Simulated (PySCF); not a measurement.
PySCF input for (1E)-2-chloro-1-iodobuta-1,3-diene (C4H4ClI), SMILES C=C/C(Cl)=C\I, PBE-D3(BJ)/def2-SVP. Geometry: PBE-D3(BJ)/def2-SVP. The def2 effective core potentials stand for the cores of I; spin–orbit coupling is left out. Other conformers were not sampled.

```python
import numpy as np
from pyscf import gto, scf, dft, df
from pyscf.hessian import thermo

mol = gto.M(
    atom='''
    C    -1.96149836    2.71717318    0.00000000
    C    -1.29826691    1.54089402    0.00000000
    C     0.14863508    1.37490040    0.00000000
    Cl    1.12302139    2.84025856    0.00000000
    C     0.84214334    0.20678107    0.00000000
    I    -0.02029201   -1.70795071    0.00000000
    H    -1.42146168    3.67628203    0.00000000
    H    -3.06096558    2.74147350    0.00000000
    H    -1.85963480    0.59172363    0.00000000
    H     1.94009595    0.18902078    0.00000000
    ''',
    basis='def2-SVP',
    ecp={'I': 'def2-svp'},
    charge=0,
    spin=0,
    max_memory=1600,
    verbose=3,
)
mf = dft.RKS(mol, xc='pbe').density_fit(auxbasis='def2-universal-jkfit')
mf.disp = 'd3bj'
mf.grids.level = 3
mf.conv_tol = 1e-11
mf.max_cycle = 100
mf.kernel()

# analytic Hessian; the response equations are solved on a coarser grid
h, args, fine = mf.Hessian(), (mf.mo_energy, mf.mo_coeff, mf.mo_occ), mf.grids
h.max_memory = max(150, 2.5e-5 * df.make_auxmol(mol, mf.with_df.auxbasis).nao * mol.nelec[0] * (mol.nelec[0] + mol.nao))  # MB; small integral blocks
h1ao = h.make_h1(mf.mo_coeff, mf.mo_occ)
mf.grids = dft.Grids(mol).set(level=1).build(with_non0tab=True)
mo1, mo_e1 = h.solve_mo1(*args, h1ao)
mf.grids = fine
hess = h.hess_elec(*args, mo1, mo_e1, h1ao) + h.hess_nuc()
if mf.do_disp():
    hess += h.get_dispersion()
for i in range(mol.natm):  # the analytic DFT Hessian lacks the response of the grid: restore translational invariance
    hess[i, i] -= hess[i].sum(axis=0)
hess = (hess + hess.transpose(1, 0, 3, 2)) / 2
vib = thermo.harmonic_analysis(mol, hess, imaginary_freq=False)
thermo.dump_normal_mode(mol, vib)
th = thermo.thermo(mf, vib['freq_au'][vib['freq_au'] > 0], 298.15, 101325)
thermo.dump_thermo(mol, th)
g0 = mf.nuc_grad_method().set(verbose=0).kernel()

# dipole derivatives [dipole axis, atom, xyz] from the same response
r, irp = mol.intor('int1e_r'), mol.intor('int1e_irp').reshape(3, 3, mol.nao, mol.nao)
sl, dm0, ok = mol.aoslice_by_atom(), np.array(mf.make_rdm1()), []
dmu = np.einsum('a,xt->xat', mol.atom_charges(), np.eye(3))
for a, (_, _, p0, p1) in enumerate(sl):
    dmu[:, a] += 2 * np.einsum('xtij,ij->xt', irp[:, :, :, p0:p1], dm0.reshape(-1, mol.nao, mol.nao).sum(0)[:, p0:p1])
    for u, c, occ, f in [(mo1, mf.mo_coeff, mf.mo_occ, 4)]:
        dmu[:, a] -= f * np.einsum('tui,xuv,vi->xt', u[a], r, c[:, occ > 0], optimize=True)
L = vib['norm_mode']
ir = 974.8801 * (np.einsum('xat,kat->kx', dmu, L) ** 2).sum(1)       # km/mol
apt = np.einsum('xax->a', dmu) / 3
print('mode   freq/cm-1   IR/(km/mol)')
for k, w in enumerate(vib['freq_wavenumber']):
    print(f'{k + 1:4d} {w:11.2f} {ir[k]:13.3f}')
print('max |gradient| / (hartree/bohr):', abs(g0).max())
print('APT charges:', apt.round(4))
```

It prints:

```
converged SCF energy = -912.036307823728

WARN: DFTD3 does not support analytical Hessian, using finite difference


WARN: Mole.unit (angstrom) is changed to Bohr

Mode                                 0                   1                   2
Irrep
Freq [cm^-1]                      122.0789            138.5932            181.3441
Reduced mass [au]                   2.7631              5.3687              3.6856
Force const [Dyne/A]                0.0243              0.0608              0.0714
Char temp [K]                     175.6444            199.4048            260.9138
Normal mode                   x     y     z       x     y     z       x     y     z
       0   C                -0.00 -0.00  0.10   -0.02 -0.16 -0.00   -0.00  0.00  0.07
       1   C                 0.00 -0.00 -0.15    0.06 -0.11  0.00   -0.00  0.00 -0.07
       2   C                 0.00 -0.00 -0.10    0.07 -0.03  0.00   -0.00  0.00  0.04
       3  Cl                 0.00  0.00  0.03    0.01  0.01 -0.00    0.00 -0.00 -0.06
       4   C                 0.00 -0.00 -0.09    0.08 -0.02  0.00   -0.00  0.00  0.21
       5   I                -0.00  0.00  0.01   -0.02  0.03 -0.00    0.00 -0.00 -0.01
       6   H                -0.00 -0.00  0.37   -0.10 -0.12 -0.00    0.00  0.00  0.24
       7   H                -0.00 -0.00  0.05   -0.02 -0.24 -0.00   -0.00  0.00  0.02
       8   H                 0.00 -0.00 -0.40    0.12 -0.15  0.00   -0.00  0.00 -0.21
       9   H                 0.00 -0.00 -0.05    0.08 -0.04  0.00   -0.00  0.00  0.34
Mode                                 3                   4                   5
Irrep
Freq [cm^-1]                      233.9253            262.1382            393.8593
Reduced mass [au]                  17.6352              5.2386              1.8335
Force const [Dyne/A]                0.5686              0.2121              0.1676
Char temp [K]                     336.5664            377.1586            566.6759
Normal mode                   x     y     z       x     y     z       x     y     z
       0   C                -0.08 -0.01 -0.00    0.15  0.04 -0.00   -0.00  0.00  0.02
       1   C                -0.07 -0.01  0.00    0.00 -0.04  0.00   -0.00  0.00 -0.02
       2   C                -0.07 -0.02  0.00   -0.00 -0.08 -0.00    0.00  0.00 -0.19
       3  Cl                 0.04 -0.12  0.00   -0.09 -0.05 -0.00    0.00 -0.00  0.02
       4   C                -0.05 -0.00 -0.00    0.04 -0.04  0.00   -0.00 -0.00  0.06
       5   I                 0.01  0.04  0.00    0.00  0.02 -0.00    0.00 -0.00 -0.00
       6   H                -0.08 -0.01 -0.00    0.28 -0.04 -0.00   -0.00  0.00 -0.33
       7   H                -0.08 -0.01 -0.00    0.15  0.19  0.00   -0.00 -0.00  0.45
       8   H                -0.07 -0.01  0.00   -0.07  0.01  0.00   -0.00  0.00  0.33
       9   H                -0.05  0.04 -0.00    0.04 -0.02  0.00   -0.00  0.00  0.30
Mode                                 6                   7                   8
Irrep
Freq [cm^-1]                      510.3639            643.1164            691.4752
Reduced mass [au]                   3.3081              5.1965              7.0546
Force const [Dyne/A]                0.5077              1.2663              1.9874
Char temp [K]                     734.3001            925.3014            994.8788
Normal mode                   x     y     z       x     y     z       x     y     z
       0   C                -0.07  0.06  0.00    0.05 -0.04 -0.00   -0.05  0.04 -0.00
       1   C                 0.10  0.13  0.00    0.09  0.01 -0.00   -0.07  0.01  0.00
       2   C                 0.08 -0.02 -0.00    0.02  0.02 -0.00   -0.01 -0.16 -0.00
       3  Cl                -0.05 -0.05 -0.00   -0.01  0.01  0.00    0.03  0.06  0.00
       4   C                 0.07 -0.04 -0.00   -0.21 -0.11  0.00    0.03 -0.16  0.00
       5   I                 0.00  0.00  0.00    0.01  0.01  0.00    0.00  0.01 -0.00
       6   H                -0.34  0.20  0.00   -0.03  0.01  0.00   -0.06  0.05  0.00
       7   H                -0.08 -0.23 -0.00    0.04 -0.13  0.00   -0.05  0.05 -0.00
       8   H                 0.08  0.14 -0.00    0.12 -0.01 -0.00   -0.19  0.07 -0.00
       9   H                 0.07 -0.05 -0.00   -0.22 -0.20 -0.00    0.03 -0.15 -0.00
Mode                                 9                  10                  11
Irrep
Freq [cm^-1]                      707.1610            740.3797            904.1552
Reduced mass [au]                   2.4330              1.2396              1.3568
Force const [Dyne/A]                0.7169              0.4004              0.6535
Char temp [K]                    1017.4472           1065.2415           1300.8781
Normal mode                   x     y     z       x     y     z       x     y     z
       0   C                -0.00  0.00  0.01    0.00 -0.00 -0.01   -0.00  0.00  0.14
       1   C                -0.00  0.00 -0.13    0.00 -0.00  0.07   -0.00 -0.00 -0.05
       2   C                -0.00 -0.00  0.17   -0.00 -0.00 -0.01    0.00  0.00  0.01
       3  Cl                 0.00  0.00 -0.01    0.00  0.00 -0.01   -0.00 -0.00 -0.00
       4   C                 0.00 -0.00 -0.08   -0.00 -0.00 -0.11   -0.00 -0.00 -0.00
       5   I                 0.00  0.00  0.00    0.00  0.00  0.00    0.00 -0.00  0.00
       6   H                -0.00  0.00 -0.25    0.00 -0.00  0.14    0.00 -0.00 -0.64
       7   H                -0.00 -0.00  0.49    0.00  0.00 -0.23   -0.00  0.00 -0.55
       8   H                -0.00  0.00  0.14    0.00 -0.00 -0.05    0.00 -0.00 -0.02
       9   H                 0.00 -0.00  0.20   -0.00 -0.00  0.84   -0.00 -0.00  0.01
Mode                                12                  13                  14
Irrep
Freq [cm^-1]                      933.6322            976.6286           1082.2460
Reduced mass [au]                   1.6126              1.1142              1.4797
Force const [Dyne/A]                0.8282              0.6261              1.0211
Char temp [K]                    1343.2889           1405.1512           1557.1111
Normal mode                   x     y     z       x     y     z       x     y     z
       0   C                -0.11  0.00 -0.00   -0.00 -0.00 -0.02   -0.05 -0.03  0.00
       1   C                -0.02  0.01  0.00   -0.00  0.00  0.09    0.10  0.06 -0.00
       2   C                 0.11  0.07  0.00    0.00  0.00 -0.00   -0.07 -0.08 -0.00
       3  Cl                -0.01 -0.01 -0.00    0.00 -0.00 -0.00    0.00  0.01  0.00
       4   C                 0.01 -0.05 -0.00    0.00 -0.00  0.00   -0.01 -0.02 -0.00
       5   I                 0.00  0.00 -0.00   -0.00  0.00 -0.00   -0.00 -0.00  0.00
       6   H                 0.32 -0.23  0.00    0.00 -0.00 -0.39    0.22 -0.17 -0.00
       7   H                -0.10  0.53  0.00   -0.00  0.00  0.33   -0.04  0.20 -0.00
       8   H                 0.19 -0.12  0.00    0.00 -0.00 -0.79    0.32 -0.07  0.00
       9   H                 0.00 -0.29 -0.00    0.00 -0.00  0.02    0.00  0.65 -0.00
Mode                                15                  16                  17
Irrep
Freq [cm^-1]                     1219.3106           1260.9598           1366.0404
Reduced mass [au]                   1.6170              1.3364              1.2518
Force const [Dyne/A]                1.4164              1.2519              1.3762
Char temp [K]                    1754.3164           1814.2405           1965.4280
Normal mode                   x     y     z       x     y     z       x     y     z
       0   C                 0.00 -0.01 -0.00    0.03  0.09 -0.00    0.00  0.04  0.00
       1   C                -0.05 -0.04  0.00   -0.06 -0.08  0.00   -0.10  0.05 -0.00
       2   C                 0.15  0.06  0.00    0.02  0.01  0.00    0.03  0.03  0.00
       3  Cl                -0.00 -0.00 -0.00   -0.00  0.00 -0.00   -0.00 -0.00 -0.00
       4   C                -0.04 -0.06 -0.00   -0.00 -0.04 -0.00    0.01 -0.05  0.00
       5   I                -0.00 -0.00 -0.00   -0.00  0.00 -0.00   -0.00  0.00  0.00
       6   H                -0.09  0.05  0.00   -0.33  0.30  0.00    0.48 -0.24 -0.00
       7   H                -0.00  0.06  0.00    0.01  0.06  0.00   -0.00 -0.67 -0.00
       8   H                -0.41  0.17 -0.00    0.54 -0.45 -0.00    0.18 -0.11  0.00
       9   H                -0.01  0.61 -0.00    0.01  0.17 -0.00    0.02  0.09  0.00
Mode                                18                  19                  20
Irrep
Freq [cm^-1]                     1563.2264           1645.9058           3088.5705
Reduced mass [au]                   8.1392              5.6314              1.0583
Force const [Dyne/A]               11.7186              8.9883              5.9482
Char temp [K]                    2249.1347           2368.0920           4443.7653
Normal mode                   x     y     z       x     y     z       x     y     z
       0   C                -0.04  0.07 -0.00   -0.08  0.14 -0.00   -0.03  0.05  0.00
       1   C                 0.01 -0.05  0.00    0.13 -0.15  0.00    0.02  0.02  0.00
       2   C                 0.12 -0.16  0.00   -0.06  0.06 -0.00    0.00  0.00  0.00
       3  Cl                -0.00  0.00 -0.00    0.00 -0.00  0.00    0.00 -0.00  0.00
       4   C                -0.08  0.15 -0.00    0.02 -0.04 -0.00   -0.00  0.00 -0.00
       5   I                -0.00 -0.00 -0.00   -0.00  0.00 -0.00   -0.00  0.00 -0.00
       6   H                 0.12 -0.01  0.00    0.20  0.00  0.00   -0.33 -0.58 -0.00
       7   H                -0.06 -0.10  0.00   -0.11 -0.13  0.00    0.63 -0.00 -0.00
       8   H                -0.00 -0.05  0.00   -0.18  0.02  0.00   -0.16 -0.26  0.00
       9   H                -0.12 -0.03 -0.00    0.03  0.00 -0.00   -0.00  0.00 -0.00
Mode                                21                  22                  23
Irrep
Freq [cm^-1]                     3100.5476           3167.7893           3194.7538
Reduced mass [au]                   1.0927              1.0933              1.1178
Force const [Dyne/A]                6.1894              6.4643              6.7221
Char temp [K]                    4460.9977           4557.7436           4596.5394
Normal mode                   x     y     z       x     y     z       x     y     z
       0   C                 0.01 -0.03  0.00    0.00  0.00  0.00    0.08  0.04  0.00
       1   C                 0.04  0.07 -0.00    0.00  0.00 -0.00    0.00  0.01 -0.00
       2   C                -0.00  0.00 -0.00    0.00 -0.01  0.00   -0.00  0.00 -0.00
       3  Cl                -0.00 -0.00  0.00    0.00  0.00  0.00    0.00 -0.00  0.00
       4   C                 0.00  0.00  0.00   -0.08  0.01 -0.00    0.00 -0.00  0.00
       5   I                -0.00  0.00  0.00    0.00  0.00  0.00   -0.00 -0.00 -0.00
       6   H                 0.14  0.23  0.00   -0.00 -0.01 -0.00   -0.30 -0.55 -0.00
       7   H                -0.15  0.00  0.00   -0.01  0.00 -0.00   -0.70  0.02  0.00
       8   H                -0.47 -0.77 -0.00   -0.00 -0.00 -0.00   -0.04 -0.06 -0.00
       9   H                -0.00 -0.00  0.00    0.95 -0.03  0.00   -0.01  0.00  0.00
temperature 298.1500 [K]
pressure 101325.00 [Pa]
Rotational constants [GHz] 3.66232 0.62252 0.53208
Symmetry number 1
Zero-point energy (ZPE) 0.06408 [Eh]   168244.008 [J/mol]
                           tot       elec      trans        rot        vib
Entropy [J/mol/K]       364.280      0.000    175.694    125.359     63.228
Cv [J/mol/K]             98.343      0.000     12.472     12.472     73.399
Cp [J/mol/K]            106.657      0.000     20.786     12.472     73.399
Internal energy [J/mol]                      3718.434   3718.434 179089.103
Internal energy [Eh]   -911.96526  -912.03631
Enthalpy [J/mol]                             6197.391   3718.434 179089.103
Enthalpy [Eh]          -911.96432
Gibbs free energy [J/mol]                  -46185.678 -33657.407 160237.808
Gibbs free energy [Eh] -912.00569
mode   freq/cm-1   IR/(km/mol)
   1      122.08         0.086
   2      138.59         0.095
   3      181.34         0.008
   4      233.93         0.345
   5      262.14         0.626
   6      393.86         5.683
   7      510.36         0.991
   8      643.12        28.517
   9      691.48        49.804
  10      707.16        12.870
  11      740.38        19.446
  12      904.16        30.665
  13      933.63        17.365
  14      976.63        10.274
  15     1082.25        47.606
  16     1219.31         0.014
  17     1260.96         0.753
  18     1366.04        11.879
  19     1563.23         2.471
  20     1645.91         2.482
  21     3088.57         0.251
  22     3100.55         0.932
  23     3167.79        14.943
  24     3194.75         0.977
max |gradient| / (hartree/bohr): 3.110945566621399e-05
APT charges: [-0.0994 -0.079   0.3334 -0.3278  0.055  -0.1019  0.0681  0.048   0.0534
  0.0503]
```

Self-consistency was reached.
